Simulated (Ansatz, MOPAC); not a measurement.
Noncovalent pair: C2H6 (SMILES CC) (first 8 atoms) with CH3Br (SMILES CBr); geometry from B3LYP-D3(BJ)/def2-TZVP, rigid monomers moved along the line of their centres of mass till C2···H11 is 3.29 Å.
(charge 0, multiplicity 1):
```xyz
13

C      0.71618    -0.47088     0.10971
C     -0.53952     0.29996     0.50558
H      0.53009    -1.12199    -0.74682
H      1.07685    -1.09457     0.92948
H      1.52699     0.20852    -0.15837
H     -0.89378     0.92890    -0.31341
H     -0.34804     0.95024     1.36106
H     -1.35570    -0.37615     0.77154
C      0.40688    -1.01506     4.35961
Br     1.67634     0.47394     4.33829
H     -0.32777    -0.82932     3.58457
H     -0.05281    -1.04005     5.34122
H      0.96392    -1.92444     4.16375
```

Interaction energies are E(AB) − E(A) − E(B) at the monomers' geometry in the complex; basis-set methods are counterpoise corrected.

Frozen-core correlation. Filled d and f shells under p-block atoms count as core. The state that PM3, PM6 reach isn't checked.

Run with Ansatz (Gaussian orbitals); MOPAC for PM3, PM6 (differences of heats of formation). 

**Question.** What interaction energy does PM3 give?

**Answer.** -19 meV

Ansatz is a first-principles code.
